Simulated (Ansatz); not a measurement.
This geometry of B2ClH2O (6 atoms, charge 0, multiplicity 2) is a first-order saddle point.

These are results of UKS B3LYP-D4/def2-mTZVP (Ansatz 0.2.0), not measurements.

```xyz
6
Properties=species:S:1:pos:R:3
O 0.047 1.191 -0.954
B 0.149 0.426 0.203
B -0.477 -1.033 0.405
Cl -1.135 -2.548 0.788
H 0.726 1.101 -1.630
H 0.691 0.862 1.188
```

(1) Which two structures does it join? (They come from a converged band through this point; their orientation in space is the band's.)

(2) How far does it lie above each of them?

Answers

(1) No bond is made or broken. The dihedral H5–O1–B2–H6 goes from 0 to -180°.

Image 0:

```xyz
6
Properties=species:S:1:pos:R:3
O 0.191 0.828 -1.203
B 0.181 0.289 0.064
B -0.528 -1.095 0.429
Cl -1.224 -2.540 0.974
H 0.663 1.668 -1.246
H 0.717 0.850 0.981
```

Image 6:

```xyz
6
Properties=species:S:1:pos:R:3
O 0.521 1.208 -0.875
B 0.308 0.438 0.243
B -0.578 -0.890 0.403
Cl -1.163 -2.464 0.651
H 0.112 0.876 -1.684
H 0.799 0.833 1.262
```

(2) 0.44 eV above the first and 0.40 eV above the second. This is the barrier of this one path; another mechanism may lie lower.

Run time: 35 s on 2 threads of AMD EPYC 9R45 96-Core Processor (Zen 5), on a shared host, peak memory 0.24 GiB.
